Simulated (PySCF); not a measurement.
SMILES O=Cc1ccc(O)s1 (C5H4O2S) at its GFN2-xTB optimised geometry (Å):

```
12

O      2.5493    -2.0674     0.0011
C      1.3421    -2.1231     0.0006
C      0.4459    -1.0006     0.0000
C     -0.9295    -1.0006     0.0000
C     -1.4960     0.2775     0.0000
C     -0.5435     1.2660     0.0001
O     -0.7948     2.5797     0.0001
S      1.0669     0.6312     0.0001
H      0.8068    -3.0947     0.0006
H     -1.5074    -1.9075    -0.0001
H     -2.5493     0.4851     0.0000
H      0.0211     3.0947     0.0006
```

Method: PBE0/def2-TZVP in PySCF. Cells within 0.4 Å of a nucleus heavier than hydrogen are left out (blank, or x).

Map of the deformation density (molecule minus spherical neutral atoms) (e/bohr³) on the plane z = 0.0 Å:

```
|111111111111111111111111111|
|111111111111111111111111111|
|111111111111111111111111111|
|111111111111111111111111111|
|111111111111101111111111111|
|111111111111100111111111111|
|11111111113x670111111111111|
|11111111114xx20111111111111|
|111111111103310111111111111|
|111111111003311011111111111|
|11111111102xx43012111111111|
|111111023179243xx3111111111|
|111111099xx3000xx1111111111|
|111111123xx2002410111111111|
|111111111384113410111111111|
|1111111111xx77x210111111111|
|11111111127x65x730122111111|
|1111111115931028524x4111111|
|1111111111310013xx6x5111111|
|111111111011112672364111111|
|111111111111112941122111111|
|111111111111111211111111111|
|111111111111111111111111111|
|111111111111111111111111111|
|111111111111111111111111111|
|111111111111111111111111111|
|111111111111111111111111111|
```
Scale: ten equal steps from -0.025 (start of '0') to 0.116 (end of '9'), in the order '0123456789'; x runs from -5.50 to 5.50, y from -5.50 (bottom) to 5.50 (top).
